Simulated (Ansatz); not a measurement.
Species: AgF, charge -1, multiplicity 2. SMILES of the parent species: [F][Ag]

Atoms: Ag1, F2. Bonds: Ag1-F2.

Bond lengths (Å) and angles (degrees) optimised at HF/STO-3G with Ansatz (a program for electronic structure); HF/3-21G with Ansatz; PBE/6-31G* with LANL2DZ past Ar with Ansatz; B3LYP/LANL2DZ with Ansatz; B3LYP/6-31G* with LANL2DZ past Ar with Ansatz; MP2/6-31G* with LANL2DZ past Ar with Ansatz, each started from the B3LYP-D3(BJ)/def2-TZVP structure (Ansatz) of the last column. A row stands for all coordinates that are equal there. 6-31G* holds six Cartesian d functions.

```
coordinate  HF/STO-3G  HF/3-21G  PBE/6-31G* with LANL2DZ past Ar  B3LYP/LANL2DZ  B3LYP/6-31G* with LANL2DZ past Ar  MP2/6-31G* with LANL2DZ past Ar  B3LYP-D3(BJ)/def2-TZVP
----------  ---------  --------  -------------------------------  -------------  ---------------------------------  -------------------------------  ----------------------
Ag1-F2          1.803     2.088                            2.107          2.160                              2.109                            2.107                   2.136
```

Mean signed difference of all 1 bond lengths from B3LYP-D3(BJ)/def2-TZVP: HF/STO-3G -0.334 Å, HF/3-21G -0.048 Å, PBE/6-31G* with LANL2DZ past Ar -0.029 Å, B3LYP/LANL2DZ 0.023 Å, B3LYP/6-31G* with LANL2DZ past Ar -0.027 Å, MP2/6-31G* with LANL2DZ past Ar -0.029 Å.
